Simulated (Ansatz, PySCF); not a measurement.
C₃H₅ClOSi, SMILES Cl[Si@@H]1CC=CO1.

Geometry optimised at B3LYP-D3(BJ)/def2-SVP. The structure was generated by enumeration; whether it is a known compound was not checked. The values are those of a single conformer.

Vertical ionisation energy (IE) and electron affinity (EA) in eV. Rows of orbital energies are one-electron estimates. Where ΔSCF, EOM or ADC give a negative EA the extra electron is unbound and the value depends on the basis.

```json
[
 {"level": "−ε(HOMO), −ε(LUMO), PBE0/def2-TZVP (PySCF)", "IE": "?", "EA": "?"},
 {"level": "−ε(HOMO), −ε(LUMO), PBE/def2-TZVP (PySCF)", "IE": "5.62", "EA": "0.72"},
 {"level": "ΔSCF, ωB97X-V/def2-SVPD (Ansatz), final states of multiplicity 2 and 2", "IE": "9.03", "EA": "-1.98"},
 {"level": "ΔSCF, PBE/def2-SVPD (Ansatz), final states of multiplicity 2 and 2", "IE": "8.85", "EA": "-1.33"}
]
```

Task: Complete the blanks. (Estimate from the structure and the level; the computed values follow.)

Result: 
- −ε(HOMO), −ε(LUMO), PBE0/def2-TZVP (PySCF), IE: 6.79
- −ε(HOMO), −ε(LUMO), PBE0/def2-TZVP (PySCF), EA: -0.30

Task: What vertical singlet–triplet gap does ΔSCF give with ωB97X-V/def2-SVPD (Ansatz, an electronic-structure program) and with PBE/def2-SVPD (Ansatz)? (The exact figures need the calculation; the answer reports its results.)

Result: 4.23 and 4.10 eV (triplet above singlet where positive).
